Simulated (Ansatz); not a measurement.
Cost and result for the atomization energy of `O[SiH](I)[SiH2]F` (9 atoms, 8 bonds).

```tsv
atom	x (Å)	y (Å)	z (Å)
O1	-0.962	-1.675	-0.205
Si2	-0.486	-0.186	-0.708
I3	1.088	-0.333	-2.584
Si4	0.642	0.764	1.114
F5	1.149	2.223	0.683
H6	-1.379	-2.262	-0.838
H7	-1.627	0.611	-1.227
H8	1.822	-0.063	1.470
H9	-0.245	0.920	2.296
```

Charge 0, multiplicity 1. Correlated methods include outer-core shells of I, which these sets cover unevenly. I: def2 effective core potential. Geometry: relaxed with PBE0-D4/def2-TZVP. It is one conformer, not always the lowest. Program: Ansatz. All runs use 4 threads of an Intel Xeon Platinum 8175M on a shared host. Times are those of one run each, without the atoms' runs, and a repeat can differ threefold. Electronic energies, without spin–orbit coupling; frozen cores. CCSD(T)/CBS adds CCSD(T) − MP2 in def2-TZVPP to the MP2 limit, and its time is that of the two runs behind it. T1 = 0.011. With those shells the extrapolation isn't a true limit. B3LYP takes the VWN-RPA correlation (the form of Gaussian; ORCA's B3LYP/G).

CCSD(T)/CBS is a level of theory with its own doubt, some kJ/mol a heavy atom from the limit and from the frozen cores, so smaller differences don't rank the functionals.

```json
{"level": "PBE-D4/def2-TZVPP (with forces)", "functions": "252", "wall time": "3.3 s", "atomization (kcal/mol)": "717.2", "difference from CCSD(T)/CBS": "-3.8", "per bond": "-0.5"}
{"level": "PBE0-D4/def2-TZVPP", "functions": "252", "wall time": "4.2 s", "atomization (kcal/mol)": "705.4", "difference from CCSD(T)/CBS": "-15.6", "per bond": "-1.9"}
{"level": "r2SCAN-D4/def2-TZVPP (with forces)", "functions": "252", "wall time": "5.5 s", "atomization (kcal/mol)": "715.4", "difference from CCSD(T)/CBS": "-5.6", "per bond": "-0.7"}
{"level": "B3LYP-D4/def2-TZVPP (with forces)", "functions": "252", "wall time": "6 s", "atomization (kcal/mol)": "709.2", "difference from CCSD(T)/CBS": "-11.8", "per bond": "-1.5"}
{"level": "B2PLYP/def2-TZVPP", "functions": "252", "wall time": "9 s", "atomization (kcal/mol)": "703.0", "difference from CCSD(T)/CBS": "-18.0", "per bond": "-2.2"}
{"level": "ωB97X-V/def2-TZVPP", "functions": "252", "wall time": "10 s", "atomization (kcal/mol)": "718.3", "difference from CCSD(T)/CBS": "-2.7", "per bond": "-0.3"}
{"level": "ωB97M-V/def2-TZVPP (with forces)", "functions": "252", "wall time": "17 s", "atomization (kcal/mol)": "712.9", "difference from CCSD(T)/CBS": "-8.1", "per bond": "-1.0"}
{"level": "MP2/def2-QZVPP", "functions": "456", "wall time": "27 s", "atomization (kcal/mol)": "727.4", "difference from CCSD(T)/CBS": "6.4", "per bond": "0.8"}
{"level": "CCSD(T)/def2-TZVPP", "functions": "252", "wall time": "3.9 min", "atomization (kcal/mol)": "695.0", "difference from CCSD(T)/CBS": "-26.0", "per bond": "-3.2"}
{"level": "CCSD(T)/CBS(def2)", "functions": "–", "wall time": "4.4 min", "atomization (kcal/mol)": "721.0", "difference from CCSD(T)/CBS": "0.0", "per bond": "0.0"}
```

The D4 term adds +9.8 kcal/mol with B3LYP and +5.2 kcal/mol with PBE0; it sums over pairs of atoms, weighted by their polarisabilities, and B3LYP, whose exchange is more repulsive, gets the larger term. In def2-TZVPP, CCSD(T) changes the Hartree–Fock value by +174.3 kcal/mol (the triples alone add +10.8 kcal/mol) and MP2 by +191.1 kcal/mol; breaking electron pairs costs correlation energy, which Hartree–Fock lacks. From PBE to PBE0 (25 % exact exchange), in def2-TZVPP and without D4, the atomization energy moves by −11.0 kcal/mol: exact exchange takes away binding that semilocal exchange gives to molecules.

Spin–orbit coupling would lower the free I atoms strongly, and the atomization energy with them, by more than many differences here.
